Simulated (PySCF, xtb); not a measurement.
C₂H₃ClF₂Si, SMILES Cl[SiH2]/C(F)=C\F. Other conformers were not sampled.

Harmonic wavenumbers (cm⁻¹) from xtb with GFN2-xTB at its own minimum, in rising order: 16, 106, 146, 287, 302, 390, 467, 514, 537, 588, 612, 707, 750, 804, 1122, 1138, 1243, 1686, 2307, 2332, 3073.

Task: What does PBE0-D3(BJ)/def2-SVP (PySCF) give at its own minimum? (An estimate is asked for; the answer gives what the named calculation found.)

Result: 27, 121, 163, 304, 328, 441, 509, 563, 627, 633, 729, 868, 887, 935, 1226, 1235, 1322, 1749, 2274, 2293, 3224. Paired by order, the mean absolute difference is 70 cm⁻¹ and the zero-point energies are 27.3 and 29.2 kcal/mol.
